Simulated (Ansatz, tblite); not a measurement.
Removing and adding an electron: Be8O8, a nanocrystal cut from wurtzite BeO (bare). Total charge 0; singlet. Geometry: PBE-D4/def2-SVP. Ansatz, gas phase; energy differences of separate SCF runs; the oxidised species was run as a doublet alone; the reduced species was run as a doublet alone.

```xyz
16

O     2.823   -0.663   -1.943
Be    1.820   -1.448   -2.615
Be    2.153    0.011   -0.792
O     0.389   -0.310   -0.558
O     0.263    1.354    1.703
Be   -0.380    0.302    0.545
Be   -0.724    1.822    2.696
O    -2.129    1.695    3.056
O     0.500   -1.980   -2.831
Be   -0.377   -1.425   -1.758
O    -2.028    0.050    0.831
Be   -2.548    0.784    2.002
O     2.706    0.985    0.299
Be    1.675    1.341    1.158
O    -1.898   -1.630   -1.457
Be   -2.246   -0.888   -0.336
```

The xTB rows come from tblite.

| level | −HOMO (eV) | vertical IE (eV) | −LUMO (eV) | vertical EA (eV) | HOMO–LUMO gap (eV) | IE − EA (eV) |
| --- | --- | --- | --- | --- | --- | --- |
| GFN2-xTB | 10.39 | 13.50 | 8.22 | 5.52 | 2.17 | 7.98 |
| PBE-D4/def2-TZVP | 5.13 | 8.05 | 3.85 | 2.07 | 1.28 | 5.97 |
| PBE0-D4/def2-TZVP | 6.53 | 8.48 | 3.10 | 1.91 | 3.43 | 6.56 |

(1) Estimate the rows for GFN1-xTB, revPBE-D4/def2-TZVP.

Results:

(1) 
| level | −HOMO (eV) | vertical IE (eV) | −LUMO (eV) | vertical EA (eV) | HOMO–LUMO gap (eV) | IE − EA (eV) |
| --- | --- | --- | --- | --- | --- | --- |
| GFN1-xTB | 9.50 | 12.51 | 7.79 | 5.11 | 1.71 | 7.40 |
| revPBE-D4/def2-TZVP | 5.02 | 7.98 | 3.73 | 2.05 | 1.29 | 5.94 |

 Raw xTB energy differences between charge states are shifted by several eV; the methods need an empirical correction for them. Sets without diffuse functions give affinities that are too small.
